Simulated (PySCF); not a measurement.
Two species compared at the same levels of theory.

First species: C₆H₆OS.
SMILES: `C#C[C@@H]1CC(=O)CS1`

Second species: C5H6P2.
InChI=1S/C5H6P2/c1-3-5-7(6)4-2/h1-2H,5-6H2

Levels: PBE0/def2-SVPD for HOMO energy, LUMO energy, HOMO–LUMO gap and static isotropic polarisability; TDDFT PBE0/def2-SVPD for lowest singlet excitation; TDA PBE0/def2-SVPD for lowest triplet excitation (Tamm–Dancoff). Geometries: GFN2-xTB. Each structure is a single optimised conformer of the isolated species, non-relativistic unless stated. Electronic properties by PySCF.

Dipoles, sizes and rotational constants follow the conformer. The torsions of the flexible species, by atom-mapped SMILES:
- `[CH:1]#[C:2][CH2:3][P:4]([PH2:5])[C:6]#[CH:7]`: C2–C3–P4–P5 -69°, H–P5–P4–C3 89°, H–P5–P4–C3 -179°

The conformers of `C#C[C@@H]1CC(=O)CS1` aren't listed.

| property | column X | column Y |
| --- | --- | --- |
| HOMO energy | -6.89 eV | -6.68 eV |
| LUMO energy | -1.17 eV | -0.60 eV |
| HOMO–LUMO gap | 5.72 eV | 6.08 eV |
| lowest singlet excitation | 4.26 eV | 4.85 eV |
| lowest triplet excitation (Tamm–Dancoff) | 3.75 eV | 4.10 eV |
| static isotropic polarisability | 87.1 au | 109.3 au |

(1) Which column belongs to which species?

(2) How does each property change from the first species to the second?

Answers

(1) Column X is the first species and column Y the second. The first has 14 atoms and 66 electrons, the second 13 and 66.

(2) HOMO energy +0.21 eV; LUMO energy +0.57 eV; HOMO–LUMO gap +0.36 eV; lowest singlet excitation +0.59 eV; lowest triplet excitation (Tamm–Dancoff) +0.35 eV; static isotropic polarisability +22.2 au.

On the first: The polarisability is 12.91 Å³ as a volume (1 au = 0.148185 Å³), or 1.32 au for each of the 66 electrons. No computed singlet falls in the visible range (750 to 380 nm, 1.65 to 3.26 eV); S1 lies 1.00 eV above its blue end.

On the second: S1 lies 1.23 eV below the HOMO–LUMO gap; its leading configuration is HOMO→LUMO, weight 0.90. The principal polarisabilities are 79.8, 102.2 and 146.0 au; their mean is the isotropic value.
